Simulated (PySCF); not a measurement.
HgCl, SMILES [Hg][Cl] (connectivity only; charge and spin as stated), neutral, multiplicity 2.

Geometry: B3LYP-D3(BJ)/def2-TZVPD. The spin state was assumed, not searched. The def2 effective core potentials stand for the cores of Hg; spin–orbit coupling is left out.

Two levels are set side by side: PBE/def2-TZVPD (PySCF) and M06-2X/def2-TZVPD (PySCF). Same geometry, gas phase. Differences are taken from unrounded values.

```tsv
quantity	PBE
α-spin orbital gap (eV)	4.82
β-spin orbital gap (eV)	1.56
dipole moment (D)	2.87
mean polarisability (bohr³)	53.3
```

Question: These are the PBE values. What does M06-2X give? (Estimate from the structure and the level; the computed values follow.)

Answer: 
| quantity | M06-2X | PBE minus M06-2X |
|---|---|---|
| α-spin orbital gap (eV) | 8.06 | -3.24 |
| β-spin orbital gap (eV) | 5.62 | -4.06 |
| dipole moment (D) | 3.52 | -0.65 |
| mean polarisability (bohr³) | 53.2 | 0.0 |

Rough cost on one machine, each run with all the roots and properties that it gave: M06-2X against PBE about 2 times.
